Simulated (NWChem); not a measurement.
Molecule: C2H4F2OSi; SMILES O[SiH2]/C(F)=C\F

```xyz
10

O     -0.0276     2.3650     0.0000
Si    -0.8446     0.9178     0.0000
C      0.5198    -0.3975     0.0000
F      1.7786     0.0972     0.0000
C      0.3713    -1.7221     0.0000
F     -0.8511    -2.2471     0.0000
H      0.9317     2.2726     0.0000
H     -1.6977     0.7759     1.2126
H     -1.6977     0.7759    -1.2126
H      1.1840    -2.4546     0.0000
```
Atoms are numbered in this order, from 1.

All runs: NWChem. All runs use the structure optimised with PBE0/def2-SVP. Level: M06-2X/def2-SVP with SMD (1 M gas to 1 M solution), gas-phase geometry. Reactions with the solvent are ignored.

```csv
solvent,dielectric constant,solvation free energy (kcal/mol),cavity-dispersion-structure term (kcal/mol),dipole in solution (D)
water,78.4,-1.5,4.8,1.98
acetonitrile,35.7,-2.9,1.2,1.85
ethyl acetate,5.99,-2.6,0.4,1.77
1-octanol,9.86,-3.3,?,?
```

**Question.** Complete the blanks.

**Answer.** 
- 1-octanol, cavity-dispersion-structure term (kcal/mol): 2.1
- 1-octanol, dipole in solution (D): 1.90
